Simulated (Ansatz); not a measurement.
Stepwise reaction of `[OH][GeH2][F]` with ammonia, as a gas-phase model of exchange steps in deposition or etching. ΔE in kJ/mol; ΔG adds harmonic PBE0-D4 terms to CCSD(T)/CBS, at 1 bar.

Calculated with Ansatz (gas phase, PBE0-D4/def2-TZVP geometries, no zero-point term in ΔE). CCSD(T)/CBS is the MP2 limit (def2-TZVPP, def2-QZVPP) plus CCSD(T) − MP2 in def2-TZVPP, frozen cores. This one scheme is used for every species. DFT in def2-TZVPP. B3LYP here is the variant with VWN-RPA as its local correlation; programs differ in this. For Ge outer-core shells are correlated without core-valence functions, which leaves a few kJ/mol of doubt a bond. Scalar relativity is left out up to krypton. One conformer a species, not always the lowest.

```tsv
step	reaction	PBE-D4	B3LYP-D4	ωB97M-V	CCSD(T)/CBS	ΔG(400 K)
1	`[OH][GeH2][F]` + NH₃ → `[NH2][GeH]([OH])[F]` + H₂	-4.5	-5.3	-6.7	-8.9	-12.0
2	`[NH2][GeH]([OH])[F]` + NH₃ → `[NH2][Ge]([NH2])([OH])[F]` + H₂	-2.5	-4.3	-5.3	-7.6	-8.7
```

(1) By hand: ΔE of the 2 steps together at CCSD(T)/CBS.

Results:

(1) (-8.9) + (-7.6) = -16.5 kJ/mol, or -8.2 kJ/mol a step.

In ΔE the steps differ by no more than 1.3 kJ/mol. All are downhill at CCSD(T)/CBS. ΔG lies between -12.0 and -8.7 kJ/mol a step. PBE-D4 differs from CCSD(T)/CBS by 4.4 to 5.1 kJ/mol a step. Isolated molecules leave out the surface, adducts and barriers. Largest T1 diagnostic: 0.012.
